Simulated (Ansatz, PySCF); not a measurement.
Ge(Me)3(Cl) (C3H9ClGe), SMILES [CH3][Ge]([CH3])([CH3])[Cl].

The structure is a stationary point at B3LYP-D3(BJ)/def2-SVP. The isomer is the one that the SMILES or the coordinates give; other isomers of the formula were not compared.

Vertical ionisation energy (IE) and electron affinity (EA) in eV. Rows of orbital energies are one-electron estimates. Where ΔSCF, EOM or ADC give a negative EA the extra electron is unbound and the value depends on the basis.

| level | IE | EA |
|---|---|---|
| −ε(HOMO), −ε(LUMO), PBE/def2-TZVP (PySCF) | 6.78 | 0.22 |
| ΔSCF, ωB97X-V/def2-SVPD (Ansatz), final states of multiplicity 2 and 2 | 10.48 | -1.66 |

Question: What vertical singlet–triplet gap does ΔSCF give with ωB97X-V/def2-SVPD (Ansatz, an electronic-structure program)? (The exact figures need the calculation; the answer reports its results.)

Answer: 7.42 eV (triplet above singlet where positive).
